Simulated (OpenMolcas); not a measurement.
# Co5+, Rh5+, Ir5+: d⁴ down the group

```yaml
Program: OpenMolcas 26.06
Method: SS-CASPT2, IPEA 0.25 Eh, imaginary shift 0.1 Eh
Basis: ANO-RCC-VTZP
Scalar_Hamiltonian: DKH2, point nucleus
Spin-orbit_coupling: RASSI with atomic mean-field integrals over the reference wave functions, term energies averaged over their components
```

Active space for each ion: 4 electrons in 5 orbitals (d); closed shells correlated by CASPT2: Co5+ 3s 3p; Rh5+ 4s 4p; Ir5+ 5s 5p.

Computed levels in cm-1 above ⁵D₀:

```json
{"Level": "⁵D₁", "Co5+": "221", "Rh5+": "685", "Ir5+": "6050"}
{"Level": "⁵D₂", "Co5+": "644", "Rh5+": "1779", "Ir5+": "10990"}
{"Level": "⁵D₃", "Co5+": "1241", "Rh5+": "3100", "Ir5+": "14580"}
{"Level": "⁵D₄", "Co5+": "1984", "Rh5+": "4550", "Ir5+": "16590"}
{"Level": "³H₄", "Co5+": "29600", "Rh5+": "20150", "Ir5+": "25270"}
{"Level": "³P₁(1)", "Co5+": "29780", "Rh5+": "21640", "Ir5+": "31060"}
{"Level": "³H₅", "Co5+": "30100", "Rh5+": "21770", "Ir5+": "31350"}
{"Level": "³H₆", "Co5+": "30630", "Rh5+": "23030", "Ir5+": "34090"}
{"Level": "³F₂(1)", "Co5+": "32000", "Rh5+": "23260", "Ir5+": "30010"}
{"Level": "weight of ⁵D in the lowest level (%)", "Co5+": "100", "Rh5+": "96", "Ir5+": "59"}
```

Mixed levels, with the weight of the term that names them: Ir5+ ⁵D₀ (59 %), Ir5+ ⁵D₄ (60 %), Ir5+ ³H₄ (54 %), Ir5+ ³P₁(1) (73 %), Ir5+ ³H₆ (72 %), Ir5+ ³F₂(1) (62 %).

Measured, with the error of the calculation in %. Measured levels: Co5+ from Sugar and Corliss, J. Phys. Chem. Ref. Data 10, 1097 (1981).

| Level | Co5+ |
| --- | --- |
| ⁵D₁ | 204 (+8.4) |
| ⁵D₂ | 589 (+9.4) |
| ⁵D₃ | 1125 (+10.3) |
| ⁵D₄ | 1782 (+11.4) |
| ³H₄ | 28377 (+4.3) |
| ³P₁(1) | 28462 (+4.6) |
| ³H₅ | 28806 (+4.5) |
| ³H₆ | 29234 (+4.8) |
| ³F₂(1) | 30555 (+4.7) |

The fine-structure level ⁵D₄ changes by a factor of 8.36 from Co5+ to Ir5+.

Without spin-orbit coupling ³H lies 29020, 19250, 17420 cm-1 above ⁵D in that order; the difference to the level ³H₄, of either sign, comes from spin-orbit coupling, which also lowers the zero.

CASPT2 does not keep the components of a term degenerate, so their means are used; among the terms shown or strongly mixed into the levels shown the widest spread is 150 cm-1 (4d⁴ ³F(1), Rh5+). The CASPT2 spread within a term exceeds the gap to the next term for 5d⁴ ³D and 5d⁴ ¹I, so the order of their levels is uncertain (holds for Ir5+). Measured partners are found by configuration, term and J. A level has none where our copy of the source lacks it or the pairing is in doubt (some pairs that miss far off the trend of their configuration count as doubtful), and it then counts in no deviation. Levels of configurations outside the active space are missing.

A number in round brackets counts repeated terms of one configuration in the order of the reference energies.
